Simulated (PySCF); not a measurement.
Compound: CH9ClGeOSi2.
Numbering: `[OH:1][Si@:2]([SiH3:3])([GeH3:4])[CH2:5][Cl:6]` (hydrogens: H7 on O1; H8, H9, H10 on Si3; H11, H12, H13 on Ge4; H14, H15 on C5)

Computed with PySCF, PBE0-D3(BJ)/def2-SVP geometry optimisation, gas phase.

**Question.** What internal coordinates does the optimisation give?

**Answer.** 
```tsv
bond	length (Å)	order
O1–Si2	1.674	single
Si2–Si3	2.343	single
Si2–Ge4	2.389	single
Si2–C5	1.899	single
C5–Cl6	1.800	single
O1–H7	0.965	single
Si3–H8, Si3–H9, Si3–H10	1.496	single
Ge4–H11, Ge4–H12, Ge4–H13	1.541	single
C5–H14	1.100	single
C5–H15	1.100	single
```

Bonds in one row agree within 0.01 Å and their mean is given. Orders are formal, as drawn. A selection of angles:
```tsv
angle	degrees
Si2–O1–H7	113.7
O1–Si2–Si3	107.0
O1–Si2–Ge4	111.0
O1–Si2–C5	108.8
Si3–Si2–Ge4	112.7
Si3–Si2–C5	110.0
Ge4–Si2–C5	107.2
Si2–Si3–H8	110.5
Si2–Si3–H9	108.7
H8–Si3–H9	108.7
Si2–Ge4–H11	110.7
H11–Ge4–H12	108.0
Si2–C5–Cl6	107.5
Si2–C5–H14	112.3
Si2–C5–H15	112.8
Cl6–C5–H14	107.4
Cl6–C5–H15	107.8
H14–C5–H15	108.7
```

Torsions: O1–Si2–C5–Cl6 59° (synclinal); H7–O1–Si2–Si3 -173° (antiperiplanar).

Ge4 (germanium bonded to Si and 3 H) is tetrahedral (angles from 108.0° to 110.8°). Si2 (oxygen-bound silicon) is tetrahedral (angles from 107.0° to 112.7°). Si3 (SiH3 silicon) is tetrahedral (angles from 108.6° to 110.9°). O1 (silanol oxygen) is bent (angle 113.7°). Of the pairs four or more bonds apart, Cl6···H7 is among the closest relative to their van der Waals radii: 2.99 Å, 101 % of the sum of Bondi's values.

Point group: C1 (no symmetry element, even within 0.4 Å). Stationary, but not proved a minimum. One conformer, not necessarily the lowest (H–O1–Si2–Si3 -173°, O1–Si2–C5–Cl6 59°).

Time: 3.6 min. Hardware: an Arm Neoverse V1 with one thread (shared host). This is the geometry optimisation.
